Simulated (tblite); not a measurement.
C7H13P.
Structure used (GFN2-xTB), in Å, numbered top down from 1:
```
atom  x, y, z in Å
C1     3.021    0.939    0.018
C2     2.089    0.017   -0.137
C3     0.615    0.281   -0.097
C4    -0.035   -0.533    1.027
C5    -1.518   -0.211    1.185
C6    -2.331   -0.611   -0.040
P7    -1.814    0.247   -1.604
C8     0.009   -0.072   -1.459
H9     2.772    1.973    0.194
H10    4.071    0.704   -0.023
H11    2.366   -1.015   -0.313
H12    0.448    1.347    0.101
H13    0.484   -0.314    1.964
H14    0.086   -1.599    0.818
H15   -1.909   -0.739    2.059
H16   -1.637    0.861    1.367
H17   -3.391   -0.394    0.118
H18   -2.244   -1.688   -0.220
H19   -1.766    1.527   -1.030
H20    0.168   -1.132   -1.680
H21    0.506    0.502   -2.247
```

All values are computed: GFN2-xTB (tblite) harmonic vibrations without scaling, gas phase. The method is semi-empirical: single wavenumbers can be off by several per cent or more. Modes of hydrogen on phosphorus can be 10 to 20 % off. One conformer, not necessarily the lowest.

Harmonic wavenumbers (cm⁻¹): 59.0, 107.1, 166.3, 251.6, 265.9, 316.2, 335.4, 376.8, 474.8, 505.3, 641.5, 677.0, 720.5, 757.6, 778.5, 837.8, 890.8, 894.6, 897.7, 927.5, 955.6, 993.0, 1023.4, 1044.9, 1073.2, 1091.1, 1118.9, 1131.6, 1190.0, 1196.2, 1230.7, 1237.6, 1271.2, 1283.1, 1304.1, 1315.9, 1345.3, 1352.2, 1420.2, 1445.9, 1447.7, 1484.3, 1492.0, 1715.4, 2232.7, 2920.1, 2931.2, 2936.5, 2944.9, 2952.2, 2955.5, 2959.6, 2968.2, 2976.2, 3050.9, 3097.5, 3122.6.

A = 3053, B = 1124, C = 895.2 MHz; mass 128.075 u (most abundant isotopes); point group C1, symmetry number 1.

**Question.** Zero-point energy?

**Answer.** Half the sum of the wavenumbers: 39547 cm⁻¹ = 113.07 kcal/mol.

**Question.** Entropy at 400 K, 1 bar (ideal gas, RRHO, classical rotation)?

**Answer.** Translation 41.94, rotation 29.91, vibration 31.72: S = 103.6 cal/(mol K).

**Question.** And Cp and H(400 K) − H(0)?

**Answer.** Cp = 47.79 cal/(mol K), of which vibrations give 39.85 (their classical limit is 57 R = 113.3); H(400 K) − H(0) = 10.34 kcal/mol without the zero-point energy, 7.16 from vibrations.

**Question.** Which modes carry the vibrational entropy at 400 K?

**Answer.** 59.0 cm⁻¹: 5.07; 107.1 cm⁻¹: 3.90; 166.3 cm⁻¹: 3.04; 251.6 cm⁻¹: 2.25; 265.9 cm⁻¹: 2.15; 316.2 cm⁻¹: 1.84 cal/(mol K); the other 51 give 13.48 together.

**Question.** What must be added to the electronic energy to get the Gibbs energy at 400 K and 1 bar?

**Answer.** ZPE + [H(400 K) − H(0)] − T·S = 113.07 + 10.34 − 41.43 = 81.98 kcal/mol.

**Question.** How do the functions run with temperature in this model?

**Answer.** 
```csv
T (K),S (cal/(mol K)),Cp (cal/(mol K)),H − H(0) (kcal/mol),G − H(0) (kcal/mol),ln q(vib)
150,73.1,19.9,2.00,-8.96,1.83
250,85.5,30.2,4.48,-16.90,3.74
298.15,91.3,35.9,6.08,-21.16,4.73
600,126.7,66.6,21.89,-54.15,11.63
900,157.4,84.6,44.79,-96.90,18.78
```

q(vib) and H(0) count from the zero-point level.

**Question.** Blend soft modes into free rotors: weight 1/[1 + (100 cm⁻¹/ν̃)⁴] for the oscillator and the rest for a rotor with moment μB/(μ + B), μ = h/(8π²ν), B = 10⁻⁴⁴ kg m². What vibrational entropy results?

**Answer.** 30.08 cal/(mol K) in place of 31.72, which changes −T·S at 400 K by +0.66 kcal/mol.

Hindered rotation and anharmonicity are outside this model. Other conformers, if any are populated, would add a mixing term that is left out. The structure is chiral; the term R ln 2 for an equal mix with its mirror image is left out.

Time: 2.6 s of wall time. Hardware: an Intel Xeon Platinum 8175M at 2.50 GHz with one thread, shared host with 32 logical CPUs at a one-minute load of 29. This covers the Hessian and the dipole derivatives.
